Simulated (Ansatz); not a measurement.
`CCB(F)Cl` + `N=C=O` → `O=C=NB(F)Cl` + `CC` at 400 K and 1 bar (ligand exchange at a B–C bond).

Calculated with Ansatz (gas phase, PBE0-D4/def2-TZVP geometries, no zero-point term in ΔE). CCSD(T)/CBS is the MP2 limit (def2-TZVPP, def2-QZVPP) plus CCSD(T) − MP2 in def2-TZVPP, frozen cores. This one scheme is used for every species. One conformer a species, not always the lowest.

```
      species  CCSD(T)/CBS energy (Eh)  H − E (kJ/mol)  S (J/(mol·K))
   `CCB(F)Cl`               -663.59538           222.1          365.5
      `N=C=O`               -168.51995            72.4          252.4
`O=C=NB(F)Cl`               -752.42964            84.9          357.7
         `CC`                -79.71954           213.5          244.3
```

H − E and S are ideal-gas, rigid-rotor, harmonic terms from PBE0-D4/def2-TZVP, for one conformer and one mirror image of each species. 1 Eh = 2625.50 kJ/mol, R = 8.31446 J/(mol·K).

By hand: ΔE, ΔH, ΔS and ΔG.

ΔE = (-752.42964) + (-79.71954) − (-663.59538) − (-168.51995) = -0.03385 Eh = -88.9 kJ/mol. Δ(H − E) = 84.9 + 213.5 − 222.1 − 72.4 = 3.9, so ΔH = -85.0 kJ/mol. ΔS = 357.7 + 244.3 − 365.5 − 252.4 = -15.9 J/(mol·K). ΔG = -85.0 − 400 × (-15.9)/1000 = -78.6 kJ/mol.

By hand: the equilibrium constant, and the temperature at which ΔG would vanish if ΔH and ΔS stayed fixed.

log₁₀ K = −ΔG/(RT ln 10) = 10.3. ΔG = 0 at ΔH/ΔS = 5346 K, far beyond where these terms or the molecules hold.

ΔH outweighs TΔS. A doubt of 5 kJ/mol in ΔE shifts log₁₀ K by 0.7 here. Other conformers and mirror images would add mixing entropy, several J/(mol·K) or more a flexible species. Modes under 60 cm⁻¹, often nearly free rotors, make the harmonic entropy too high. These are equilibria of isolated gas molecules and say nothing of rates. Largest T1 diagnostic: 0.018 (customary marks: 0.02 for closed shells, 0.045 for open ones).
